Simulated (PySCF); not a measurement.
Species: C$_{2}$H$_{7}$GeO, net charge -1, singlet state. It need not be the lowest isomer of its formula. Whether it binds its extra electron was not tested at this geometry. 
Structure (B3LYP-D3(BJ)/def2-TZVP (Ansatz) minimum search):
```xyz
11

C     -2.8688    -0.3863     0.3970
C     -1.3842    -0.2547     0.7371
O     -0.6477    -0.0243    -0.4133
Ge     1.2517     0.1816    -0.2774
H     -3.2277     0.5281    -0.0832
H     -3.0234    -1.2135    -0.3012
H     -3.4708    -0.5694     1.2950
H     -1.0497    -1.1733     1.2546
H     -1.2533     0.5619     1.4718
H      1.4698    -1.0996     0.7263
H      1.2005     1.1952     1.0136
```
Charge -1, spin multiplicity 1.

Dispersion corrections to the total energy (kcal/mol) from the dftd3 and dftd4 libraries through PySCF: D3(BJ) without and D4 with the three-body term, each with the damping fitted for the functional named.

```json
[
 {"functional": "r2SCAN", "D3(BJ)": "-1.27", "D4": "-1.35"},
 {"functional": "PW6B95", "D3(BJ)": "-2.28", "D4": "-4.53"},
 {"functional": "B2PLYP", "D3(BJ)": "-3.63", "D4": "-3.73"},
 {"functional": "PBE0", "D3(BJ)": "(withheld)", "D4": "-4.48"},
 {"functional": "BP86", "D3(BJ)": "-7.16", "D4": "-7.04"},
 {"functional": "B2GP-PLYP", "D3(BJ)": "(withheld)", "D4": "-2.24"},
 {"functional": "BHLYP", "D3(BJ)": "(withheld)", "D4": "-6.14"}
]
```

Complete the blanks.


- PBE0, D3(BJ): -3.91
- B2GP-PLYP, D3(BJ): -2.88
- BHLYP, D3(BJ): -6.12
